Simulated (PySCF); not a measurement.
## CuO⁻ at PBE0

Level: PBE0. PySCF, no relativity, basis sets Cu def2-TZVPPD, O def2-TZVPPD.

For CuO⁻, the state is ¹Σ⁺ (singlet), closed shell. The bond length is 1.687 Å and the harmonic wavenumber is 719 cm⁻¹. The force constant is 3.88 mdyn/Å, the rotational constant Be is 0.4647 cm⁻¹ and the anharmonicity ωexe is 5.22 cm⁻¹. The vibration–rotation constant αe is 0.00444 cm⁻¹ and the well depth De to Cu (3d10 4s1) + O⁻ is 2.54 eV. The dissociation energy D0 is 2.50 eV. The HOMO–LUMO gap is 2.71 eV and the bond order (Mayer) is 1.54. The dipole moment (positive dipole points towards O; it is taken about the centre of mass and depends on that origin) is -5.12 D.

For an ion De counts to the pair picked by the measured ionisation energies or electron affinities, which need not be the lowest pair at this level.
